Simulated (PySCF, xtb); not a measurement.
B(Me)(NCO)(OH) (C₂H₄BNO₂), SMILES CB(O)N=C=O.

GFN2-xTB (xtb 6.7.1) at its own geometry gives an orbital gap of 5.30 eV and a dipole moment of 3.98 D.

Geometry optimised at PBE0-D3(BJ)/def2-SVP. This is a generated structure with no PubChem entry under its InChIKey; it may be hypothetical. The values are those of a single conformer.

### Question
What does PBE0/def2-TZVP (PySCF) give? (Estimate from the structure and the level; the computed values follow.)

### Answer
gap 8.09 eV (levels -8.43 and -0.34 eV), dipole 3.64 D.
